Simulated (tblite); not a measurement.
C₃H₁₀P₂Si.
Geometry (GFN2-xTB, Å), atoms numbered from 1 in this order:
```xyz
16
C3H10P2Si angstrom
P      2.270    0.464    1.423
Si     0.419    0.484    0.115
P      0.112    2.530   -0.813
C     -1.094   -0.428    0.888
C     -1.169   -1.378   -0.319
C      0.085   -0.968   -1.110
H      2.753   -0.724    0.906
H      3.010    1.222    0.533
H     -1.266    2.490   -0.699
H      0.254    3.189    0.396
H     -2.001    0.153    1.036
H     -0.883   -0.948    1.820
H     -1.149   -2.426   -0.024
H     -2.073   -1.208   -0.901
H      0.846   -1.745   -1.119
H     -0.122   -0.698   -2.142
```

Computed values, GFN2-xTB/tblite, gas phase, harmonic and unscaled. Errors from tens to a few hundred cm⁻¹ against measured bands are possible. Modes of hydrogen on phosphorus can be 10 to 20 % off. One conformer, not necessarily the lowest. The optimisation stopped once no atom felt more than 0.01 eV/Å.

Lowest wavenumbers of the output (negative numbers stand for imaginary wavenumbers):
```
mode    cm-1
  1     -30.2
  2      45.3
  3      69.1
  4      90.3
  5     113.4
  6     129.2
  7     140.4
  8     325.4
```

**Question.** Is this structure a minimum?

**Answer.** Not by this Hessian. 1 mode is imaginary beyond 20i (30i cm⁻¹), so at this level the point lies at or near a first-order saddle. The curvature is small, so loose convergence or finite differences may be the whole cause.

**Question.** Which atoms move in the imaginary mode?

**Answer.** 30i: C5 (four-membered-ring carbon) 32 %, H13 (methylene hydrogen) 15 %, H14 (methylene hydrogen) 15 %. These are shares of the mass-weighted motion.

**Question.** What is the remedy?

**Answer.** Step along that mode in both directions, optimise again with tighter thresholds and repeat the frequencies. The zero-point energy of this point (73.7 kcal/mol) counts the 41 real modes alone, and thermal corrections from it aren't those of a minimum.
